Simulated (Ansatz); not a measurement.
Basis-set extrapolation for `[CH3][AlH][NH][AlH2]` (PBE0-D4/def2-TZVP geometry, frozen core, the Gaussian-basis code of Ansatz). Multiplicity 1, RHF reference.

|  | def2-TZVPP | def2-QZVPP |
| --- | --- | --- |
| HF | -580.349881 | -580.369408 |
| MP2 correlation | -0.556242 | -0.594221 |
| CCSD(T) correlation | -0.622640 | not run |

Energies in hartree. Use E(X) = E(∞) + A·exp(−7.88·√X) for Hartree–Fock and E(X) = E(∞) + B·X^(−2.97) for correlation, with X = 3 and 4, and add CCSD(T) minus MP2 of the smaller set to the MP2 limit.

What is the CCSD(T) energy at the basis-set limit?

HF limit: -580.369408 + (-0.019527) × 0.13774 = -580.37210. MP2 limit: -0.594221 + (-0.037979) × 0.74074 = -0.62235. Higher-order term: -0.622640 − (-0.556242) = -0.06640. Total: -581.06085 hartree, 231.9 kJ/mol below CCSD(T)/def2-TZVPP.
